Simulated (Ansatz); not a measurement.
Reaction (redistribution): `C=NBCCl` + `[Cl][SbH2]` → `ClBCCl` + `C=[N][SbH2]`

Program: Ansatz. Geometries: PBE0-D4/def2-TZVP. ΔE: electronic, gas phase. CBS: MP2 limit from def2 TZ/QZ plus the TZ coupled-cluster correction, frozen cores. Functionals use def2-TZVPP. B3LYP here is the variant with VWN-RPA as its local correlation; programs differ in this. Elements past krypton have def2 core potentials. For Sb outer-core shells are correlated without core-valence functions, which leaves a few kJ/mol of doubt a bond. One conformer a species, not always the lowest.

CCSD(T)/CBS gives +1.04 eV.

Problem. Another level gave +0.94 eV. Which?
A. B3LYP/def2-TZVPP
B. r2SCAN/def2-TZVPP
C. ωB97X-V/def2-TZVPP
D. CCSD(T)/def2-TZVPP

Solution. D. CCSD(T)/def2-TZVPP 0.94, ωB97X-V 1.08, r2SCAN 1.15, B3LYP 1.21 eV.

Largest T1 diagnostic among the species: 0.015.

In def2-TZVPP, CCSD(T) changes the Hartree–Fock value by −0.18 eV (the triples alone add −0.04 eV) and MP2 by −0.21 eV.
